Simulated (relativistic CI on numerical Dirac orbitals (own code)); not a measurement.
d8 in a ligand field

Computed with a parametric ligand-field model of a d^n configuration (Racah B and C, spin-orbit zeta, crystal field), exact diagonalisation.

Field parameters in Wybourne normalisation: D3d B²₀ = −7Dσ, B⁴₀ = −14Dq − 21Dτ, B⁴₃ = −14√(10/7) Dq; D4h B²₀ = −7Ds, B⁴₀ = 21(Dq − Dt), B⁴₄ = 21√(5/14) Dq; Oh B⁴₀ = 21Dq, B⁴₄ = √(5/14) B⁴₀. The field is a parameter set, without covalency.

Problem. Ground term and bands for B = 420, C = 1510, ζ = 0 cm⁻¹, Oh, 10Dq = 6000 cm⁻¹?

Solution. Ground term 3A2 with 2.00 electrons in the two orbitals of the cubic e set. Spin-allowed: 3T2 6000 cm⁻¹ (1667 nm), 3T1 9396 cm⁻¹ (1064 nm), 3T1 14904 cm⁻¹ (671 nm). Lowest spin-forbidden: 1E 6212 cm⁻¹ (1610 nm), 1A1 10736 cm⁻¹ (931 nm), 1T2 12066 cm⁻¹ (829 nm). With an A2 ground term the first spin-allowed band lies at |10Dq| itself.

Problem. Ground term and bands for B = 440, C = 2070, ζ = 0 cm⁻¹, D3d, 10Dq = 36700, Dσ = -1200, Dτ = 0 cm⁻¹?

Solution. Ground term 3A2 with 2.00 electrons in the two orbitals of the cubic e set. Spin-allowed: 3E 35665 cm⁻¹ (280 nm), 3A1 38034 cm⁻¹ (263 nm), 3E 41975 cm⁻¹ (238 nm), 3A2 42714 cm⁻¹ (234 nm). Lowest spin-forbidden: 1E 7617 cm⁻¹ (1313 nm), 1A1 14618 cm⁻¹ (684 nm), 1E 42692 cm⁻¹ (234 nm).

Problem. Ground term and bands for B = 530, C = 2210, ζ = 0 cm⁻¹, Oh, 10Dq = 31850 cm⁻¹?

Solution. Ground term 3A2 with 2.00 electrons in the two orbitals of the cubic e set. Spin-allowed: 3T2 31850 cm⁻¹ (314 nm), 3T1 37842 cm⁻¹ (264 nm), 3T1 65658 cm⁻¹ (152 nm). Lowest spin-forbidden: 1E 8608 cm⁻¹ (1162 nm), 1A1 16375 cm⁻¹ (611 nm), 1T2 40406 cm⁻¹ (247 nm). With an A2 ground term the first spin-allowed band lies at |10Dq| itself.

Problem. Ground term and bands for B = 390, C = 1600, ζ = 0 cm⁻¹, D4h, 10Dq = 38450, Ds = -1500, Dt = 540 cm⁻¹?

Solution. Ground term 3B1 with 2.00 electrons in the two orbitals of the cubic e set. Spin-allowed: 3E 33139 cm⁻¹ (302 nm), 3E 37195 cm⁻¹ (269 nm), 3B2 38450 cm⁻¹ (260 nm), 3A2 46167 cm⁻¹ (217 nm). Lowest spin-forbidden: 1A1 4830 cm⁻¹ (2071 nm), 1B1 6292 cm⁻¹ (1589 nm), 1A1 13637 cm⁻¹ (733 nm).

Problem. Ground term and bands for B = 540, C = 2790, ζ = 0 cm⁻¹, Oh, 10Dq = 19200 cm⁻¹?

Solution. Ground term 3A2 with 2.00 electrons in the two orbitals of the cubic e set. Spin-allowed: 3T2 19200 cm⁻¹ (521 nm), 3T1 24982 cm⁻¹ (400 nm), 3T1 40718 cm⁻¹ (246 nm). Lowest spin-forbidden: 1E 9810 cm⁻¹ (1019 nm), 1A1 17771 cm⁻¹ (563 nm), 1T2 28924 cm⁻¹ (346 nm). With an A2 ground term the first spin-allowed band lies at |10Dq| itself.
